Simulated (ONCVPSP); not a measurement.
# boron, ONCV: configuration errors across variants

- Element: B
- Generator: ONCVPSP 4.0.1
- Type: optimised norm-conserving Vanderbilt (ONCV)
- Functional: Wu-Cohen
- Relativity: scalar-relativistic
- Frozen core: [He]
- Valence charge: 3
- Reference configuration: 2s1.5 (charge +1.5)
- Partial waves: 2s: rc 1.50 bohr, ncon 4, nbas 7, qcut 4.6 1/bohr, 2 projectors, debl 3.6 Ha; p scattering state at 0.17 Ha: rc 1.60 bohr, ncon 3, nbas 6, qcut 4.1 1/bohr, 2 projectors, debl 0.3 Ha
- Local potential: polynomial inside 1.35 bohr (lpopt 5, dvloc0 0 Ha)
- Core correction: none

In the p channel the program set the typed energies aside and used 0.050, 0.350 Ha.

All-electron excitation energies from the reference (eV): (1) 2s2 2p1 -19.307; (2) 2s2 -11.160; (3) 2s1 14.144; (4) 2s2 2p0.5 -16.450.

Errors AE − PS in meV (a dash: test not solved or not reliable):

```tsv
change	(1)	(2)	(3)	(4)	bound ghosts	GHOST(+) flags above zero
base	+75	+3.6	+5.8	+41	none	p
s: qcut 4.2	+75	+3.3	+5.3	+41	none	p
s: qcut 5.9	+73	+4.3	+7.0	+41	none	p
local potential polynomial inside 1.35 bohr (lpopt 5, dvloc0 2.5 Ha)	+72	+3.6	+5.8	+39	none	p
```

Problem. Give the same row for: s: qcut 3.1; p: qcut 2.8.

Solution. +104, +2.5, +3.9, +53; bound ghosts: none; GHOST(+) flags above zero: none.
